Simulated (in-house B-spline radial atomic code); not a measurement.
## Binding energies in S⁸⁺

NIST's tabulated ground configuration is [He] 2s2 2p4; each binding energy is the energy of the ion with one electron taken from that subshell, relaxed, less that of the parent. Method: Dirac-Hartree-Fock, average of configuration, Fermi nucleus of rms radius 3.2611 fm. Calculated with a radial B-spline atomic code at the basis-set limit. Energies include first-order Breit, QED and recoil terms.

| subshell | X-ray name | binding energy (eV) | -ε (eV) | relaxation (eV) |
| --- | --- | --- | --- | --- |
| 1s | K | 2733.1 | 2750.5 | 15.2 |
| 2s | L1 | 436.2 | 437.9 | 1.6 |
| 2p | L2,3 | 384.6 | 386.9 | 2.1 |

Relaxation = -ε minus the binding energy without Breit, QED and recoil terms.

(1) What does it cost to remove both a 1s and a 2p electron?

(2) What does it cost to remove two 1s electrons?

(3) What does it cost to remove two 2p electrons?

Results:

(1) 3193.3 eV, which is 75.56 eV more than the two single binding energies together.

(2) 5707.8 eV, which is 241.7 eV more than the two single binding energies together.

(3) 826.16 eV, which is 56.86 eV more than the two single binding energies together.
